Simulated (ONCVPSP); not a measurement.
# scandium: ONCV pseudisation with PBEsol, scalar-relativistic reference atom.

- Element: scandium
- Generator: ONCVPSP 4.0.1
- Type: optimised norm-conserving Vanderbilt (ONCV)
- Functional: PBEsol
- Relativity: scalar-relativistic
- Frozen core: [Ne] 3s2
- Valence charge: 9
- Reference configuration: 3p6 3d1 4s0.5 (charge +1.5)
- Partial waves: 4s: rc 2.45 bohr, ncon 4, nbas 9, qcut 2.7 1/bohr, 2 projectors, debl 0.7 Ha; 3p: rc 1.55 bohr, ncon 4, nbas 8, qcut 9.4 1/bohr, 2 projectors, debl 2.7 Ha; 3d: rc 1.75 bohr, ncon 3, nbas 7, qcut 7 1/bohr, 2 projectors, debl 2.6 Ha
- Local potential: polynomial inside 1.45 bohr (lpopt 5, dvloc0 4 Ha)
- Core correction: none

(1) Estimate the cutoffs (Ha) at which the residual kinetic energy of the hardest occupied pseudo-wave falls to 1 and 0.1 mHa per electron.

(2) Does the potential have ghost states?

(3) Which valence shell sets the plane-wave cutoff?

(4) Tests: 3p6 3d1 4s2; 3p6 3d1 4s1; 3p6 3d1 4s0; 3p6 3d0 4s2 4p1. Which has the largest error in its energy relative to the reference configuration, and how large is it?

Results:

(1) 22 Ha and 28 Ha.

(2) Ghosts flagged at negative energy: s at -86.8 eV; no localised positive-energy state flagged. A true bound ghost makes a file unfit for plane-wave use.

(3) 3d: 22 Ha for 1 mHa per electron, against 17 Ha for 3p.

(4) 3p6 3d0 4s2 4p1, with -49 meV (all-electron minus pseudo) on -9.00 eV.
